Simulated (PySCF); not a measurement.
SbI2, SMILES [I][Sb][I], multiplicity 2.

Geometry optimised at B3LYP-D3(BJ)/def2-SVP. The multiplicity is an assumed one; other spin states were not compared. The isomer is the one that the SMILES or the coordinates give; other isomers of the formula were not compared. The def2 effective core potentials stand for the cores of I, Sb; spin–orbit coupling is left out.

Method: C-PCM-PBE0/def2-SVP (PySCF).

The values are the electrostatic part of the solvation free energy, E(continuum) − E(gas) at the gas-phase geometry, in a cavity of scaled van der Waals radii (PySCF's table); cavitation and dispersion terms are not included. A continuum can't describe solvent molecules that bind to the metal. The dipole moment in vacuum is 1.97 D.

Estimate the values in water (ε = 78.36), diethylether (ε = 4.24), n-hexane (ε = 1.88). (The exact figures need the calculation; the answer reports its results.)


```
solvent           ε  ΔG(elec) (kcal/mol)  dipole (D)
------------  -----  -------------------  ----------
water         78.36                 -3.0        3.18
diethylether   4.24                 -2.1        2.81
n-hexane       1.88                 -1.2        2.42
```
